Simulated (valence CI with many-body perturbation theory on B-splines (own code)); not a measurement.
# Hg75+: electric-dipole lines

Computed by configuration interaction combined with many-body perturbation theory (CI+MBPT): three valence electrons over a frozen Dirac-Fock core [He], a basis of 11 s, 11 p, 9 d, 7 f, 5 g, 2 h, 1 i functions for each j, with the one-electron correlation potential Σ1, the two-electron term Σ2, the three-electron term Σ3, Breit, model QED; selected CI, second order for the rest (own B-spline code, finite nucleus).

The last digits are not significant, and no measured levels were compared; by estimate large intervals hold to a few tenths of a per cent, small ones and those within an open d or f shell to about a per cent.

Lines 151 to 200 of 295 in falling wavelength, among levels below 1209.0 Ry, chosen from the strongest by gf and those to the six lowest levels. Wavelengths and rates use the calculated energies. Electric multipoles are in the length gauge, E1 and E2 with the static RPA response of the core. Weak lines are less certain than strong ones. Lines between different terms over intervals too small for the method are left out, as are lines whose strength nearly cancels. The highest levels of a list are the least certain.

Levels are named by their leading jj configuration (3d3/2^4 stands for four electrons in 3d with j = 3/2), which in mixed levels can hold well under half, so a name can repeat and another be missing. Letters in brackets count levels of one name in rising energy.

```tsv
λ vac (nm)	Upper	Lower	A (s⁻¹)	S (a.u.) with core polarisation	S without
0.1082	(2s 2p3/2 3d3/2) J=3/2 [a]	(2s 2p3/2^2) J=5/2	3.47e+14	8.68e-04	8.68e-04
0.1081	(2s^2 3d3/2) J=3/2	(2s^2 2p3/2) J=3/2	3.80e+14	9.47e-04	9.48e-04
0.1080	(2s 2p1/2 3d3/2) J=5/2	(2s 2p1/2 2p3/2) J=3/2 [a]	2.60e+13	9.71e-05	9.71e-05
0.1079	(2s 2p1/2 3d5/2) J=5/2 [a]	(2s 2p1/2 2p3/2) J=3/2 [b]	2.23e+14	8.28e-04	8.29e-04
0.1078	(2s 2p3/2 3d5/2) J=5/2 [a]	(2s 2p3/2^2) J=3/2	2.67e+14	9.89e-04	9.90e-04
0.1078	(2s 2p1/2 3d3/2) J=3/2 [b]	(2s 2p1/2 2p3/2) J=3/2 [a]	1.83e+14	4.52e-04	4.52e-04
0.1078	(2s 2p1/2 3d3/2) J=1/2	(2s 2p1/2 2p3/2) J=3/2 [a]	4.94e+13	6.10e-05	6.10e-05
0.1077	(2p1/2 2p3/2 3d5/2) J=3/2 [b]	(2p1/2 2p3/2^2) J=1/2	2.06e+15	5.07e-03	5.07e-03
0.1077	(2s 2p3/2 3d5/2) J=3/2 [a]	(2s 2p3/2^2) J=3/2	9.20e+14	2.27e-03	2.27e-03
0.1077	(2s 2p3/2 3d5/2) J=3/2 [a]	(2s 2p3/2^2) J=1/2	7.79e+14	1.92e-03	1.92e-03
0.1076	(2p1/2 2p3/2 3d5/2) J=1/2	(2p1/2 2p3/2^2) J=1/2	2.23e+15	2.75e-03	2.75e-03
0.1075	(2s 2p3/2 3d5/2) J=1/2	(2s 2p3/2^2) J=1/2	1.96e+15	2.40e-03	2.40e-03
0.1075	(2p1/2^2 3d5/2) J=5/2	(2p1/2^2 2p3/2) J=3/2	2.14e+15	7.85e-03	7.85e-03
0.1075	(2s 2p1/2 3d5/2) J=5/2 [b]	(2s 2p1/2 2p3/2) J=3/2 [b]	1.70e+15	6.25e-03	6.25e-03
0.1074	(2s 2p1/2 3d5/2) J=3/2	(2s 2p1/2 2p3/2) J=3/2 [b]	3.71e+14	9.08e-04	9.08e-04
0.1074	(2s 2p1/2 3d5/2) J=3/2	(2s 2p1/2 2p3/2) J=1/2	1.61e+15	3.95e-03	3.95e-03
0.1074	(2p1/2 2p3/2 3d5/2) J=5/2 [a]	(2p1/2 2p3/2^2) J=5/2	6.97e+14	2.56e-03	2.56e-03
0.1073	(2p1/2 2p3/2 3d5/2) J=5/2 [b]	(2p1/2 2p3/2^2) J=5/2	1.02e+15	3.74e-03	3.74e-03
0.1072	(2p1/2 2p3/2 3d5/2) J=3/2 [a]	(2p1/2 2p3/2^2) J=3/2	1.43e+15	3.49e-03	3.49e-03
0.1072	(2p1/2 2p3/2 3d5/2) J=5/2 [a]	(2p1/2 2p3/2^2) J=3/2	1.31e+15	4.80e-03	4.80e-03
0.1072	(2p1/2 2p3/2 3d5/2) J=7/2 [b]	(2p1/2 2p3/2^2) J=5/2	3.46e+15	1.68e-02	1.68e-02
0.1071	(2p1/2 2p3/2 3d5/2) J=3/2 [b]	(2p1/2 2p3/2^2) J=5/2	2.55e+14	6.18e-04	6.19e-04
0.1071	(2s 2p1/2 3d5/2) J=5/2 [a]	(2s 2p1/2 2p3/2) J=5/2	3.22e+13	1.17e-04	1.17e-04
0.1070	(2p1/2 2p3/2 3d5/2) J=5/2 [b]	(2p1/2 2p3/2^2) J=3/2	2.15e+15	7.82e-03	7.83e-03
0.1069	(2s 2p3/2 3d5/2) J=5/2 [b]	(2s 2p3/2^2) J=3/2	2.61e+15	9.45e-03	9.45e-03
0.1068	(2s 2p3/2 3d5/2) J=3/2 [b]	(2s 2p3/2^2) J=3/2	6.40e+14	1.54e-03	1.54e-03
0.1068	(2s 2p3/2 3d5/2) J=3/2 [b]	(2s 2p3/2^2) J=1/2	1.39e+15	3.34e-03	3.35e-03
0.1068	(2s 2p1/2 3d5/2) J=7/2	(2s 2p1/2 2p3/2) J=5/2	2.18e+15	1.05e-02	1.05e-02
0.1067	(2s 2p1/2 3d5/2) J=5/2 [a]	(2s 2p1/2 2p3/2) J=3/2 [a]	1.96e+15	7.06e-03	7.06e-03
0.1067	(2s 2p3/2 3d5/2) J=5/2 [a]	(2s 2p3/2^2) J=5/2	1.68e+15	6.04e-03	6.05e-03
0.1067	(2s 2p1/2 3d5/2) J=5/2 [b]	(2s 2p1/2 2p3/2) J=5/2	2.93e+14	1.05e-03	1.05e-03
0.1067	(2s 2p1/2 3d5/2) J=3/2	(2s 2p1/2 2p3/2) J=5/2	1.73e+13	4.14e-05	4.14e-05
0.1066	(2p1/2 2p3/2 3p3/2) J=5/2 [b]	(2s 2p3/2^2) J=3/2	5.50e+14	1.97e-03	1.97e-03
0.1066	(2s 2p3/2 3d5/2) J=7/2 [a]	(2s 2p3/2^2) J=5/2	2.97e+15	1.42e-02	1.42e-02
0.1066	(2s^2 3d5/2) J=5/2	(2s^2 2p3/2) J=3/2	1.74e+15	6.24e-03	6.24e-03
0.1065	(2s 2p3/2 3d5/2) J=3/2 [a]	(2s 2p3/2^2) J=5/2	2.45e+14	5.84e-04	5.84e-04
0.1065	(2p1/2^2 3p3/2) J=3/2	(2s 2p1/2 2p3/2) J=1/2	5.80e+13	1.38e-04	1.38e-04
0.1064	(2s 2p1/2 3p3/2) J=5/2	(2s^2 2p3/2) J=3/2	5.02e+14	1.79e-03	1.79e-03
0.1063	(2s 2p1/2 3d5/2) J=5/2 [b]	(2s 2p1/2 2p3/2) J=3/2 [a]	1.68e+14	5.97e-04	5.98e-04
0.1063	(2s 2p1/2 3d5/2) J=3/2	(2s 2p1/2 2p3/2) J=3/2 [a]	1.12e+14	2.66e-04	2.67e-04
0.1060	(2s 2p3/2 3d5/2) J=7/2 [b]	(2s 2p3/2^2) J=5/2	5.67e+14	2.66e-03	2.67e-03
0.1058	(2p1/2 2p3/2 3p3/2) J=7/2	(2s 2p3/2^2) J=5/2	1.65e+14	7.69e-04	7.70e-04
0.1058	(2p1/2^2 3p3/2) J=3/2	(2s 2p1/2 2p3/2) J=5/2	9.43e+11	2.20e-06	2.20e-06
0.1054	(2p1/2^2 3p3/2) J=3/2	(2s 2p1/2 2p3/2) J=3/2 [a]	4.42e+12	1.02e-05	1.02e-05
0.1016	(2p1/2^2 3d5/2) J=5/2	(2s^2 2p3/2) J=3/2	9.40e+11	2.92e-06	2.92e-06
0.09859	(2s^2 3p1/2) J=1/2	(2s 2p1/2^2) J=1/2	3.52e+12	3.33e-06	3.33e-06
0.09776	(2s 2p1/2 3s) J=1/2 [a]	(2s 2p1/2^2) J=1/2	4.47e+13	4.12e-05	4.11e-05
0.09772	(2s 2p3/2 3s) J=3/2 [a]	(2s 2p1/2 2p3/2) J=1/2	7.09e+12	1.31e-05	1.30e-05
0.09752	(2s 2p1/2 3s) J=3/2	(2s 2p1/2^2) J=1/2	8.69e+13	1.59e-04	1.59e-04
0.09733	(2s 2p3/2 3s) J=5/2	(2s 2p1/2 2p3/2) J=5/2	6.27e+13	1.71e-04	1.71e-04
```
